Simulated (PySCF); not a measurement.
Computed IR spectrum (relative IR intensity) of a molecule C3H4O2Si. Geometry optimised at PBE-D3(BJ)/def2-SVP. Other conformers were not sampled. Calculation: PBE-D3(BJ)/def2-SVP (PySCF). Frequencies are harmonic and unscaled.

Lines under 2 % of the strongest are left out, and lines within 2 cm⁻¹ are merged.

ν (cm⁻¹): 52 (vw), 182 (vw), 590 (w), 660 (m), 861 (m), 1030 (m), 1273 (w), 1782 (vs), 1835 (m), 2140 (w), 2165 (m) (against the strongest line: vs over 80 %, s over 45 %, m over 15 %, w over 4 %, vw less)

Question: Which structure fits?
(A) O=C1OC=C[SiH2]1
(B) O=C1CC(=O)[SiH2]1
(C) C=C=C1O[SiH2]O1
(D) C#C[SiH]1OCO1

Answer: B, O=C1CC(=O)[SiH2]1
